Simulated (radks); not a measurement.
The iridium ion Ir2+ inside a hard spherical wall (all orbitals vanish at R), configuration held at [Xe] 4f14 5d7 and not refilled when levels cross. Method: scalar-relativistic Kohn-Sham, PBEsol, spin-polarised, spherical densities, point nucleus; open shells are filled with parallel spins first (spin-orbit coupling, left out, can overturn this in heavy ions); computed with a radial shooting solver on a logarithmic mesh with Libxc functionals. Eigenvalues in eV for spin up, with the zero of energy where the potential of the charges vanishes at infinity; a dash marks a level that is unbound or too diffuse for the functional's potential to be trusted. A positive occupied level is held by the wall or, in an anion where self-interaction has pushed it up, behind a barrier. The pressure on the wall is -dE/dV.

R (bohr) = free: E (hartree) -17821.5512; kinetic (hartree) 19817.058; e(5s) -116.29; e(4f) -79.950; e(5p) -73.181; e(5d) -25.303; e(6s, empty) -22.066; e(6p, empty) -14.323; pressure (GPa) 0
R (bohr) = 20: E (hartree) -17821.5512; kinetic (hartree) 19817.058; e(5s) -116.29; e(4f) -79.950; e(5p) -73.181; e(5d) -25.303; e(6s, empty) -22.066; e(6p, empty) -14.323; pressure (GPa) < 0.0001
R (bohr) = 8: E (hartree) -17821.5512; kinetic (hartree) 19817.058; e(5s) -116.29; e(4f) -79.949; e(5p) -73.180; e(5d) -25.302; e(6s, empty) -22.064; e(6p, empty) -14.299; pressure (GPa) 0.000878
R (bohr) = 6: E (hartree) -17821.5502; kinetic (hartree) 19817.070; e(5s) -116.24; e(4f) -79.897; e(5p) -73.132; e(5d) -25.260; e(6s, empty) -21.973; e(6p, empty) -13.872; pressure (GPa) 0.148
R (bohr) = 5: E (hartree) -17821.5420; kinetic (hartree) 19817.146; e(5s) -115.97; e(4f) -79.616; e(5p) -72.880; e(5d) -25.026; e(6s, empty) -21.489; e(6p, empty) -12.587; pressure (GPa) 1.87
R (bohr) = 4: E (hartree) -17821.4729; kinetic (hartree) 19817.627; e(5s) -114.62; e(4f) -78.159; e(5p) -71.615; e(5d) -23.775; e(6s, empty) -18.889; e(6p, empty) -7.728; pressure (GPa) 24.3
R (bohr) = 3.5: E (hartree) -17821.3241; kinetic (hartree) 19818.494; e(5s) -112.71; e(4f) -76.038; e(5p) -69.837; e(5d) -21.854; e(6s, empty) -14.760; e(6p, empty) -1.166; pressure (GPa) 92.8
R (bohr) = 2.5: E (hartree) -17819.4033; kinetic (hartree) 19827.857; e(5s) -100.84; e(4f) -62.032; e(5p) -58.359; e(5d) -7.220; e(6s, empty) 19.316; e(6p, empty) 45.004; pressure (GPa) 1950
R (bohr) = 1.5: E (hartree) -17785.7886; kinetic (hartree) 19960.912; e(5s) -20.173; e(4f) 22.706; e(5p) 35.084; e(5d) 114.27; e(6s, empty) 308.01; e(6p, empty) 372.85; pressure (GPa) 123000
